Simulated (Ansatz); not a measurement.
```yaml
atoms:
  - { symbol: C, position_ang: [-0.0229, 0.0238, -0.7029] }
  - { symbol: C, position_ang: [0.0451, -0.0141, 0.6490] }
  - { symbol: H, position_ang: [0.0071, -0.9752, -1.2178] }
  - { symbol: H, position_ang: [-0.0247, 0.8992, -1.2697] }
  - { symbol: H, position_ang: [0.0182, -0.9572, 1.2018] }
  - { symbol: H, position_ang: [0.0414, 0.9100, 1.2587] }
```

Basis set: def2-TZVP (spherical functions). Correlated methods keep 2 orbitals frozen. Charge 0, multiplicity 1.

Computed with Ansatz (development build ahead of 0.2.0); each method stands on the lowest determinant of its kind that the runs found. Restricted open shells among the atoms or ions are ROHF, correlated in semicanonical orbitals with singles.

Question: Give the atomization energy at this shape (free ground-state atoms in the same class of orbitals less the molecule, no zero-point energy) of singlet C₂H₄ by RHF-MP2, RHF.

Answer:

| method | atomization energy |
| --- | --- |
| RHF-MP2 | 23.63 eV |
| RHF | 18.64 eV |
